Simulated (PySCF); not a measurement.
## Computed structure and properties of OsO2(H2O)3

System: OsO2(H2O)3 (singlet); start: template (D3h). Method: PySCF 2.14.0, RKS r2SCAN, Os def2-SVP with ECP60, O def2-SVP, H def2-SVP; non-relativistic Hamiltonian with scalar-relativistic core potentials where named; density fitting; no spin-orbit coupling.

Input of the relaxation:

```python
mol = gto.M(atom='''
Os     0.00000     0.00000    -0.00000
O      0.00000     0.00000     1.46520
O     -0.00000    -0.00000    -1.46520
O      1.97998     0.00002    -0.00000
H      2.57001    -0.76996    -0.00000
H      2.57000     0.77000    -0.00000
O     -0.99000     1.71471    -0.00000
H     -0.61820     2.61068    -0.00000
H     -1.95184     1.84069    -0.00000
O     -0.98998    -1.71472     0.00000
H     -1.95181    -1.84072     0.00000
H     -0.61816    -2.61069     0.00000''',
    basis={'Os': 'def2-SVP', 'O': 'def2-SVP', 'H': 'def2-SVP'},
    ecp={'Os': 'def2-SVP'},
    charge=0, spin=0)
mf = dft.RKS(mol, xc='R2SCAN')
mf.grids.atom_grid = (50, 194)
mf = mf.density_fit()  # fitting sets: Os def2-universal-JKFIT, O def2-universal-JKFIT, H def2-universal-JKFIT
mf.conv_tol = 1e-08; mf.max_cycle = 55
mf.kernel(dm0)  # dm0: converged density of the start geometry
# quasi-Newton relaxation in Cartesian coordinates to a largest gradient under 0.00045 Eh/bohr, steps kept in the point group
```

Run from Python with OMP_NUM_THREADS=4; the lines above give its settings. Where DIIS fails, smearing, a level shift and second-order steps follow.
It took 2.4 min on 4 threads of Arm Neoverse V1, with other jobs on the host, from the converged density of the start.

Course of the relaxation:

```json
{"step": "0", "energy above end (eV)": "10.0299", "largest force component within the symmetry (eV/Å)": "35.350"}
{"step": "1", "energy above end (eV)": "2.2996", "largest force component within the symmetry (eV/Å)": "4.660"}
{"step": "2", "energy above end (eV)": "0.9976", "largest force component within the symmetry (eV/Å)": "2.234"}
{"step": "3", "energy above end (eV)": "0.4052", "largest force component within the symmetry (eV/Å)": "0.564"}
{"step": "4", "energy above end (eV)": "0.1511", "largest force component within the symmetry (eV/Å)": "0.426"}
{"step": "5", "energy above end (eV)": "0.0390", "largest force component within the symmetry (eV/Å)": "0.650"}
{"step": "6", "energy above end (eV)": "0.0027", "largest force component within the symmetry (eV/Å)": "0.491"}
{"step": "7", "energy above end (eV)": "-0.0017", "largest force component within the symmetry (eV/Å)": "0.218"}
{"step": "10", "energy above end (eV)": "-0.0010", "largest force component within the symmetry (eV/Å)": "0.105"}
{"step": "11", "energy above end (eV)": "-0.0008", "largest force component within the symmetry (eV/Å)": "0.071"}
{"step": "12", "energy above end (eV)": "-0.0006", "largest force component within the symmetry (eV/Å)": "0.048"}
{"step": "13", "energy above end (eV)": "-0.0004", "largest force component within the symmetry (eV/Å)": "0.032"}
{"step": "14", "energy above end (eV)": "-0.0003", "largest force component within the symmetry (eV/Å)": "0.021"}
{"step": "15", "energy above end (eV)": "0.0000", "largest force component within the symmetry (eV/Å)": "0.000"}
```
(The steps between are left out.)

Relaxed geometry (D3h):

```xyz
12

Os    0.0000    0.0000    0.0000
O     0.0000    0.0000    1.7331
O     0.0000    0.0000   -1.7331
O     2.4450    0.0000    0.0000
H     3.0212   -0.7737    0.0000
H     3.0212    0.7738    0.0000
O    -1.2225    2.1174    0.0000
H    -0.8405    3.0033    0.0000
H    -2.1807    2.2295    0.0000
O    -1.2225   -2.1174    0.0000
H    -2.1806   -2.2296    0.0000
H    -0.8405   -3.0033    0.0000
```

```json
{"contact": "Os1–O2 (O)", "Å": "1.733"}
{"contact": "Os1–O3 (O)", "Å": "1.733"}
{"contact": "Os1–O4 (H2O)", "Å": "2.445"}
{"contact": "Os1–O7 (H2O)", "Å": "2.445"}
{"contact": "Os1–O10 (H2O)", "Å": "2.445"}
```

On the finer grid (75, 302):

| Property | Result |
| --- | --- |
| HOMO | -3.23 eV |
| LUMO | -2.03 eV |
| Dipole about the centre of mass | 0.00 D |
| Set of Mulliken populations of Os1 outside the core potential | s 2.26, p 6.61, d 6.49, f 0.11 |
| D3(BJ) dispersion energy (not in the energies) | -0.066 eV |

| atom | Mulliken (e) | Löwdin (e) | spin (e) |
| --- | --- | --- | --- |
| Os1 | 0.53 | -0.23 | 0.00 |
| O2 | -0.49 | -0.21 | 0.00 |
| O3 | -0.49 | -0.21 | 0.00 |
| O4 | -0.24 | 0.02 | 0.00 |
| H5 | 0.19 | 0.10 | 0.00 |
| H6 | 0.19 | 0.10 | 0.00 |
| O7 | -0.24 | 0.02 | 0.00 |
| H8 | 0.19 | 0.10 | 0.00 |
| H9 | 0.19 | 0.10 | 0.00 |
| O10 | -0.24 | 0.02 | 0.00 |
| H11 | 0.19 | 0.10 | 0.00 |
| H12 | 0.19 | 0.10 | 0.00 |

No frequency check is given here. The steps kept the symmetry D3h of the start, so a lower state may lie off it.

Rigid scan of O along the line from its metal, all other atoms held (where the atom bridges, its other bond changes as well):

| distance to O2 (Å) | energy (eV) |
| --- | --- |
| 1.43 | 3.863 |
| 1.53 | 1.422 |
| 1.63 | 0.297 |
| 1.73 | 0.000 |
| 1.83 | 0.206 |
| 1.93 | 0.699 |
| 2.03 | 1.341 |
| 2.18 | 2.404 |

Taking off one H2O (charge 0, singlet; the rest: singlet) in vacuum, both parts rigid, costs 0.28 eV; the small basis without counterpoise inflates it.

Rigid scan of H2O along the line from its metal, all other atoms held (where the atom bridges, its other bond changes as well):

(distance to O4 (Å), energy (eV)): (2.15, 0.084), (2.25, 0.021), (2.35, -0.001), (2.45, 0.000), (2.55, 0.014), (2.65, 0.034), (2.85, 0.081), (3.15, 0.146), (3.55, 0.212), (4.05, 0.266)

One start shape was tried, so this needn't be the lowest isomer.
